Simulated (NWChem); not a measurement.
System: C4H3N; SMILES C=C=CC#N

Input file for NWChem:

```
start job
memory heap 200 mb stack 900 mb global 1100 mb
geometry units angstroms noautoz
  C      0.459149    -2.216326     0.000000
  C     -0.137370    -1.059224     0.000000
  C     -0.752248     0.106993     0.000000
  C     -0.054112     1.352900     0.000000
  N      0.487780     2.378126     0.000000
  H      0.720017    -2.717244     0.938625
  H      0.720017    -2.717244    -0.938625
  H     -1.848673     0.150723     0.000000
end
basis spherical
  * library def2-svp
end
dft
  xc scan
  iterations 150
  mulliken
end
task dft energy
```

Coordinates come from a PBE0/def2-SVP optimisation.

Predict the main results of this run. (SCAN/def2-SVP.) Quantities: energy (Ha); highest occupied level (eV); orbital gap (eV); dipole (D).


```json
{
 "energy (Ha)": "-208.64",
 "highest occupied level (eV)": "-7.22",
 "orbital gap (eV)": "5.09",
 "dipole (D)": "4.35"
}
```
